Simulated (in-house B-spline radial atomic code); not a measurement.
Values are calculated unless marked as measured or tabulated.
## Extrapolating the RPA correlation energy in partial waves: the tellurium ion Te⁵⁺

All-electron RPA on PBE orbitals from an all-electron radial atomic-structure program (B-spline basis), scalar-relativistic (spin-free one-electron X2C), finite nucleus, configuration [Kr] 4d10 5s1, highest spin. With empty states up to angular momentum L the sums are:

```
L  E_c(L) (hartree)
4         -3.177860
5         -3.447279
6         -3.579935
7         -3.650983
8         -3.689729
9         -3.712593
```

For large l each further wave adds A/(l + 1/2)⁴, because the basis must build the cusp where two electrons meet.

Task: Estimate the limit from L = 8 and L = 9.

Result: Wave 9 adds -0.022864, against a sum of (l + 1/2)⁻⁴ of 1.22774e-04, so A = -186.23. The sum over l > 9 is ζ(4, 10.5) = 3.3168e-04, close to 1/(3 × 10³) = 3.3333e-04. The tail is -0.061769 and the limit -3.77436 hartree.

Task: How good is the estimate?

Result: A run to L = 11 sums to -3.73629 and extrapolates to -3.76782 hartree, 2.48 millihartree from the run before, so it has not settled and is itself too deep. The estimate differs from that by -6.54 millihartree, while the bare sum at L = 9 misses 55.2 millihartree (1.5 %).
